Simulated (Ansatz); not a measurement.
Cl$_{4}$F$_{2}$W (`[F][W]([F])([Cl])([Cl])([Cl])[Cl]`). Total charge 0; spin multiplicity 1. W: def2 effective core potential.

```xyz
7

F    -0.0363    1.6203   -0.9550
W    -0.0251    0.0306   -0.0046
F    -1.7002    0.4954    0.6346
Cl   -1.0504   -0.9641   -1.7817
Cl    2.0284   -0.4511   -0.8413
Cl    0.8880    1.1619    1.7518
Cl   -0.1043   -1.8931    1.1962
```

(1) List the harmonic frequencies (cm⁻¹, unscaled) at PBE0-D4/def2-TZVP in Ansatz. (An estimate is asked.)

(2) Is this a minimum?

(3) Give the ideal-gas thermochemistry at 298.15 K and 1 bar (rigid rotor, harmonic oscillator; point group C2v, symmetry number 2).

(4) Rotational constants (cm⁻¹)?

## Answers

(1) Computed: 94, 96, 108, 174, 181, 189, 235, 259, 270, 356, 379, 389, 417, 655, 687.

(2) Yes, all 15 modes are real.

(3) Zero-point energy 26.9 kJ/mol; H(298) − E = 55.1 kJ/mol; entropy 418.2 J/(mol·K), of which translation 182.4, rotation 121.8, vibration 113.9; G(298) − E = -69.6 kJ/mol. Modes under 100 cm⁻¹ are hindered rotations or soft bends, so the harmonic entropy is rough.

(4) 0.03455, 0.02797, 0.02713.
